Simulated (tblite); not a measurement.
C₄H₁₂O₄Ta, doublet, geometry from GFN2-xTB (such geometries of metal compounds can be far from the true shape) (the multiplicity is a formal guess); tblite with GFN1-xTB.

Input for tblite:
```
$ tblite run mol.xyz --method gfn1 --charge 0 --spin 1 --efield 0,0,0.1 --json tblite.json --no-restart

# file mol.xyz
21

Ta    -0.00000000    -0.00000000    -0.00000000
O     -0.67805722     1.07333272     1.34257542
C     -1.15559215     1.09540036     2.64256342
H     -0.56104733     1.78853673     3.25105192
H     -2.20068505     1.42969794     2.65807116
H     -1.09307101     0.08908438     3.07942781
O      0.59454800    -1.08756792    -1.37040949
C      1.00107447    -1.12173983    -2.69406501
H      1.00274009    -0.10448242    -3.10953560
H      2.01247823    -1.54112216    -2.76728210
H      0.32194006    -1.74995355    -3.28426709
O     -0.07895292    -1.46189140     1.12736571
C      0.15719598    -2.82237136     1.23610110
H      0.50896476    -3.21746027     0.27298392
H      0.91743479    -3.01616097     2.00336706
H     -0.76499938    -3.34352624     1.52268990
O      0.16246214     1.47612659    -1.09953164
C     -0.00267829     2.84871083    -1.18459952
H     -0.41863384     3.23285830    -0.24287613
H      0.96131019     3.33641657    -1.37717113
H     -0.68643151     3.09611167    -2.00645972
```

The log (banner, timings and long lists left out):

```
xTB calculator
 | screened Coulomb repulsion
 | Coulomb electrostatics
 |  * isotropic Klopman-Ohno-Mataga-Nishimoto electrostatics
 |  * onsite third-order electrostatics
 | DFT-D3(BJ) dispersion correction
 | Interactions (1)
 | [1] electric field

halogen bonding energy    0.0000000000000E+00 Eh
repulsion energy          2.6847978572570E-01 Eh
dispersion energy        -7.6679813407412E-03 Eh
interaction energy        0.0000000000000E+00 Eh
number of electrons       5.7000000000000E+01 e
integral cutoff           3.6814730210589E+01 bohr

------------------------------------------------------------
  cycle        total energy    energy error   density error
------------------------------------------------------------
      1     -35.34617284587  -3.5606985E+01   4.4945947E-01
      2     -35.79782039675  -4.5164755E-01   2.1638100E-01
      3     -35.81642389690  -1.8603500E-02   9.0806327E-02
      4     -35.81610354978   3.2034712E-04   3.8902642E-02
      5     -35.82279483494  -6.6912852E-03   3.4928902E-03
      6     -35.82283349080  -3.8655854E-05   3.1302920E-04
      7     -35.82283330412   1.8667644E-07   4.1878174E-04
      8     -35.82283369176  -3.8763505E-07   1.6635674E-04
      9     -35.82283373814  -4.6388003E-08   5.1170474E-05
     10     -35.82283374606  -7.9139610E-09   9.0670578E-06
------------------------------------------------------------

electronic energy        -3.6083645550444E+01 Eh
total energy             -3.5822833746059E+01 Eh

Post processing:
 | Mayer-Wiberg bond orders

[Info] JSON dump of results written to 'tblite.json'
```
